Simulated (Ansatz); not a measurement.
Start from `C=C[SiH](F)S[SiH2]Cl` and change one atom or group to get `C=C[SiH](F)[GeH3]`.

Ansatz, PBE0-D4/def2-TZVP geometries, multiplicity 1. Each molecule was computed in one conformer, which needn't be the lowest.

Scalar relativity is left out up to krypton.

```csv
property,`C=C[SiH](F)S[SiH2]Cl`
HOMO energy (B3LYP/def2-TZVPP) / eV,-7.76
HOMO–LUMO gap (ωB97M-V/def2-TZVPP) / eV,11.12
HOMO energy (PBE0/def2-TZVPP) / eV,-8.03
LUMO energy (ωB97M-V/def2-TZVPP) / eV,0.94
HOMO–LUMO gap (B3LYP/def2-TZVPP) / eV,6.47
HOMO energy (PBE/def2-TZVPP) / eV,-6.84
```

(1) What does the change do to each property? (Best estimate.)

## Answers

(1) Computed: 
| property | `C=C[SiH](F)[GeH3]` | shift |
| --- | --- | --- |
| HOMO energy (B3LYP/def2-TZVPP) / eV | -7.68 | 0.08 |
| HOMO–LUMO gap (ωB97M-V/def2-TZVPP) / eV | 10.85 | -0.27 |
| HOMO energy (PBE0/def2-TZVPP) / eV | -7.88 | 0.15 |
| LUMO energy (ωB97M-V/def2-TZVPP) / eV | 0.93 | -0.01 |
| HOMO–LUMO gap (B3LYP/def2-TZVPP) / eV | 6.39 | -0.08 |
| HOMO energy (PBE/def2-TZVPP) / eV | -6.76 | 0.08 |

B3LYP here is the variant with VWN-RPA as its local correlation; programs differ in this.
